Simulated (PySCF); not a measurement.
Simulated outer-valence photoelectron spectrum of `C[Se]C(F)F`. The calculation used EOM-IP-CCSD/aug-cc-pVDZ in PySCF, restricted Hartree–Fock reference, 13 core orbitals frozen, non-relativistic, gas phase, PBE0-D3(BJ)/def2-SVP geometry.

Each root has a Gaussian of 0.5 eV full width with its one-hole share as area; cross sections and vibrations are left out, and the highest printed point is 100.

(ionisation energy (eV), intensity): (8.4, 1), (8.6, 10), (8.8, 34), (9.0, 48), (9.2, 28), (9.4, 7), (9.6, 1), (9.8, 0), (10.0, 0), (10.2, 0), (10.4, 0), (10.6, 0), (10.8, 4), (11.0, 21), (11.2, 45), (11.4, 41), (11.6, 15), (11.8, 3), (12.0, 8), (12.2, 30), (12.4, 48), (12.6, 32), (12.8, 9), (13.0, 1), (13.2, 0), (13.4, 0), (13.6, 0), (13.8, 0), (14.0, 5), (14.2, 28), (14.4, 65), (14.6, 83), (14.8, 77), (15.0, 88), (15.2, 100), (15.4, 77), (15.6, 59), (15.8, 39), (16.0, 13), (16.2, 2), (16.4, 0)

Where are the maxima, and how many lines lie under the curve?

5 maxima, at 9.0, 11.3, 12.4, 14.6 and 15.2 eV, from 8 lines. At this width some lines have no maximum of their own.

List the lines with their holes.

```csv
E (eV),leading hole (HF orbital),area,Koopmans (eV)
8.98,HOMO,0.96,9.47
11.28,HOMO-1,0.96,12.03
12.40,HOMO-2,0.96,13.27
14.45,HOMO-3,0.95,15.94
14.70,HOMO-4,0.94,16.18
15.12,HOMO-6,0.94,17.64
15.22,HOMO-5,0.95,16.90
15.66,HOMO-7,0.94,18.55
```

The widest gap, 2.30 eV, lies between 8.98 and 11.28 eV. Only orbitals with −ε under 21 eV, eight at most, were ionised, so the high end of the curve may lack lines.

Shape of the structure used: `[CH3:1][Se:2][CH:3]([F:4])[F:5]`: C1–Se2–C3–F4 -61°.

One conformer stands for the species.
